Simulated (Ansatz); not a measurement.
`[OH][In]([OH])[F]` → `[OH][In][F]`• + `[OH]`• at 298.15 K and 1 bar (homolysis of the In–O bond).

Gas-phase electronic energies from Ansatz, PBE0-D4/def2-TZVP geometries. CCSD(T)/CBS is the MP2 limit (def2-TZVPP, def2-QZVPP) plus CCSD(T) − MP2 in def2-TZVPP, frozen cores. This one scheme is used for every species. Open shells (•) are unrestricted, without spin–orbit coupling. Elements past krypton have def2 core potentials. For In outer-core shells are correlated without core-valence functions, which leaves a few kJ/mol of doubt a bond. One conformer a species, not always the lowest.

```csv
species,CCSD(T)/CBS energy (Eh),H − E (kJ/mol),S (J/(mol·K))
`[OH][In]([OH])[F]`,-441.22071,92.5,338.8
`[OH][In][F]`•,-365.40246,50.8,304.4
`[OH]`•,-75.67771,31.1,184.0
```

H − E and S are ideal-gas, rigid-rotor, harmonic terms from PBE0-D4/def2-TZVP, for one conformer and one mirror image of each species, with the whole ground term of open shells counted as degenerate. 1 Eh = 2625.50 kJ/mol, R = 8.31446 J/(mol·K).

**Question.** By hand: ΔE, ΔH, ΔS and ΔG.

**Answer.** ΔE = (-365.40246) + (-75.67771) − (-441.22071) = 0.14054 Eh = 369.0 kJ/mol. Δ(H − E) = 50.8 + 31.1 − 92.5 = -10.6, so ΔH = 358.4 kJ/mol. ΔS = 304.4 + 184.0 − 338.8 = 149.6 J/(mol·K). ΔG = 358.4 − 298.15 × (149.6)/1000 = 313.8 kJ/mol.

**Question.** By hand: the equilibrium constant, and the temperature at which ΔG would vanish if ΔH and ΔS stayed fixed.

**Answer.** log₁₀ K = −ΔG/(RT ln 10) = -55.0. ΔG = 0 at ΔH/ΔS = 2396 K.

The number of gas molecules changes by +1, which sets the sign of ΔS. A doubt of 5 kJ/mol in ΔE shifts log₁₀ K by 0.9 here. Other conformers and mirror images would add mixing entropy, several J/(mol·K) or more a flexible species. These are equilibria of isolated gas molecules and say nothing of rates. Largest T1 diagnostic: 0.021 (customary marks: 0.02 for closed shells, 0.045 for open ones).
